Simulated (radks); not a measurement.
Results of a calculation; reference values are marked as such.
Effect of the nuclear size on the technetium ion Tc2+, [Kr] 4d5. Level of theory: Dirac Kohn-Sham, relativistic LDA (MacDonald-Vosko exchange, VWN5 correlation), spin-unpolarised, spherical densities, finite nucleus; open shells are shared between the two j in proportion to 2j + 1; Fermi nuclear charge, rms radius 4.4112 fm (a radial shooting solver on a logarithmic mesh with Libxc functionals). The rms radius is varied about that value; shifts are against it.

rms radius (fm)	total energy shift (eV)	density at nucleus (e/bohr^3)	1s1/2 shift (meV)	2s1/2 shift (meV)	4s1/2 shift (meV)	5s1/2 (empty) shift (meV)
3.851	-0.395	1.006e+05	-166	-18.0	-0.565	-0.080
4.1465	-0.193	9.977e+04	-81.0	-8.76	-0.275	-0.039
4.4112	0	9.907e+04	0.000	0.000	0.000	0.000
4.5788	0.127	9.865e+04	53.6	5.79	0.182	0.026
4.8964	0.380	9.791e+04	160	17.3	0.544	0.077

Slopes of the eigenvalues against <r^2> in GHz/fm^2, as finite differences over the two radii next to the reference (eigenvalue slopes, not the field-shift constants of lines): 1s1/2 8620, 2s1/2 933, 4s1/2 29.3, 5s1/2 (empty) 4.17.
